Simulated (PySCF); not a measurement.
Level of theory: TPSSh-D3(BJ)/def2-TZVP // TPSS-D3(BJ)/def2-SVP in PySCF 2.14.0. Gas-phase values, no solvent. 

Reference species: [Mo(=O)(Cl)4] (neutral, multiplicity 1).

```json
{
  "HOMO–LUMO gap": "2.20 eV",
  "charge on the central atom (Mulliken)": "1.23 e"
}
```

Changed species: [Hf(Cl)4] (M = Hf; the reference has M = Mo, oxo).

Problem. What does the change do to the HOMO–LUMO gap and charge on the central atom (Mulliken)?

Solution. the HOMO–LUMO gap rises by 4.10 eV, to 6.30 eV; the charge on the central atom (Mulliken) goes up by 0.04 e, to 1.27 e.
